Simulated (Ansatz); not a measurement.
Calculated with Ansatz (gas phase, PBE0-D4/def2-TZVP geometries, no zero-point term in ΔE). CCSD(T)/CBS is the MP2 limit (def2-TZVPP, def2-QZVPP) plus CCSD(T) − MP2 in def2-TZVPP, frozen cores. This one scheme is used for every species. Functionals use def2-TZVPP. For Br, Se outer-core shells are correlated without core-valence functions, which leaves a few kJ/mol of doubt a bond. Scalar relativity is left out up to krypton.

Reaction (substitution at a C–C bond): `C#CC=[Se]` + HBr → `[Se]=CBr` + `C#C`

```json
{"level": "B97M-V", "ΔE (kJ/mol)": "54.7", "difference from CCSD(T)/CBS": "15.6"}
{"level": "r2SCAN0-D4", "ΔE (kJ/mol)": "49.2", "difference from CCSD(T)/CBS": "10.1"}
{"level": "revPBE", "ΔE (kJ/mol)": "43.9", "difference from CCSD(T)/CBS": "4.8"}
{"level": "r2SCAN0", "ΔE (kJ/mol)": "48.9", "difference from CCSD(T)/CBS": "9.8"}
{"level": "BHLYP", "ΔE (kJ/mol)": "50.2", "difference from CCSD(T)/CBS": "11.1"}
{"level": "HF/def2-SVP", "ΔE (kJ/mol)": "62.4", "difference from CCSD(T)/CBS": "23.3"}
{"level": "MP2/def2-TZVPP", "ΔE (kJ/mol)": "39.7", "difference from CCSD(T)/CBS": "0.6"}
{"level": "SCS-MP2/def2-TZVPP", "ΔE (kJ/mol)": "38.5", "difference from CCSD(T)/CBS": "-0.6"}
{"level": "HF/def2-QZVPP", "ΔE (kJ/mol)": "48.9", "difference from CCSD(T)/CBS": "9.8"}
{"level": "MP2/CBS(def2)", "ΔE (kJ/mol)": "36.9", "difference from CCSD(T)/CBS": "-2.2"}
{"level": "CCSD(T)/CBS", "ΔE (kJ/mol)": "39.1", "difference from CCSD(T)/CBS": "0"}
```

Largest T1 diagnostic among the species: 0.016.

At CCSD(T), def2-SVP lies +19.1 kJ/mol from the extrapolated value and def2-TZVPP +2.7 kJ/mol. In def2-TZVPP, CCSD(T) changes the Hartree–Fock value by −7.2 kJ/mol (the triples alone add −0.5 kJ/mol) and MP2 by −9.4 kJ/mol. Leaving LDA and LC-ωPBE aside and taking each functional with its dispersion term where it has one, the values, not all of them listed here, spread over 13.9 kJ/mol, from ωB97M-V to B97M-V. LDA lies +7.8 kJ/mol from PBE without D4.
